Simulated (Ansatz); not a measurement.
C$_{2}$H$_{8}$AlCl$_{2}$NSi (SMILES [CH3][Al]([CH3])[NH][SiH](Cl)Cl), singlet, at a GFN2-xTB geometry (such geometries of metal compounds can be far from the true shape), with bond 12-6 at 1.8 times its length; CASSCF(4,4)/STO-3G in Ansatz (an electronic-structure program).

Here is a job for Ansatz.
Ansatz 0.2 input:
```yaml
crystal:
  periodic: [false, false, false]
  atoms:
    - {symbol: Si, position_ang: [1.30991624, -0.29915912, 0.21046831]}
    - {symbol: Cl, position_ang: [0.09995195, 0.16071772, -1.44451798]}
    - {symbol: Cl, position_ang: [2.40880073, 1.31592305, 0.66637992]}
    - {symbol: N, position_ang: [-0.00595552, -0.66533520, 1.20286825]}
    - {symbol: Al, position_ang: [-1.55597055, -0.44449531, 0.10969004]}
    - {symbol: C, position_ang: [-2.48228396, 1.27770251, 0.47591452]}
    - {symbol: C, position_ang: [-2.18453672, -2.18820141, -0.61486582]}
    - {symbol: H, position_ang: [2.20522904, -1.33772420, -0.27239436]}
    - {symbol: H, position_ang: [0.13560252, -0.92571584, 2.16567659]}
    - {symbol: H, position_ang: [-3.13867840, 1.57999390, -0.34636719]}
    - {symbol: H, position_ang: [-1.80109837, 2.11769321, 0.65506723]}
    - {symbol: H, position_ang: [-3.63946510, 1.16050017, 2.06667512]}
    - {symbol: H, position_ang: [-2.80016879, -2.06311766, -1.51094755]}
    - {symbol: H, position_ang: [-2.81472573, -2.72011635, 0.10421155]}
    - {symbol: H, position_ang: [-1.37839066, -2.87948992, -0.88546680]}
basis:
  gaussian:
    orbitals: STO-3G
hamiltonian:
  xc: hf
magnetization: {spin_polarized: false}
correlation: {active_space: {window: {electrons: 4, orbitals: 4}}}
```

Output, abridged:

```
Functional definition: HF
708 factors; integrals over basis functions are off by at most 6.5e-5 eV
mean field evaluation 1: about -42636.1513 eV, gradient 3.0e1 eV
mean field evaluation 2: about -42636.2698 eV, gradient 3.0e1 eV
mean field evaluation 4: about -42639.9280 eV, gradient 2.6e0 eV
mean field evaluation 8: about -42639.9609 eV, gradient 5.7e-4 eV
mean field -42639.96090850 eV, -1566.9896609837 hartree, gradient 1.7e-6 eV, S^2 0.000000; 0 other end points of the search recorded, 0 dependent functions left out
reference -42639.96090850 eV, -1566.9896609837 hartree; 44, 44 occupied and 15, 15 virtual orbitals, 708 factors
state -42642.75422780 eV, -1567.0923135748 hartree
Total energy: -42642.75422780 eV, -1567.0923135748 hartree
```
